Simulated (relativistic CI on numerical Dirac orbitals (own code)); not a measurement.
# Hyperfine structure of Cd18+, mass number 111

Method of calculation: Dirac-Coulomb-Breit CI, separate exchange-only KLI orbitals for each configuration, a model potential for QED, unscaled Slater integrals (own radial code, finite nucleus).

Configurations in the expansion (outside the closed core [Ar] 3d10): 4s², 4s4p, 4p², 4s4d, 4d², 4s4f, 4p4d, 4f², 4p4f, 4s5s, 4d4f, 4s5p, 4s5d, 4s5f, 4s5g, 4s6s. Levels of other configurations are missing.

Nuclear spin I = 1/2, μ = -0.594 μN (tables of Stone and Pyykkö). The electronic factors are computed for point nuclear moments, without core polarisation or the Bohr-Weisskopf and QED corrections.

```csv
Level,E (cm⁻¹),A (GHz)
4s4p ³P°1,296667,-119.4
4s4p ³P°2,352690,-64.63
4s4p ¹P°1,438718,17.18
4p² ³P1,710614,3.164
4p² ¹D2,713494,-23.26
4p² ³P2,780597,-10.37
4s4d ³D1,918545,50.76
4s4d ³D2,923203,-28.62
```

Levels with J = 0, under 50 % of one LS term, or S terms without an open s electron are left out. Small factors come from cancelling terms and can be off by tens of per cent or more.

At this charge energies of transitions that change n are usually good to better than 1 %, and those within a shell (Δn = 0) to a few per cent.

Give the hyperfine levels of 4s4p ³P°1 relative to its centre of gravity.

With K = F(F + 1) − I(I + 1) − J(J + 1), E = AK/2: F = 1/2: 119.4, F = 3/2: -59.72 GHz.

LS names give the leading component of a level, which can be under half, so a name can repeat, a term be missing and a line seem to break the LS rules.
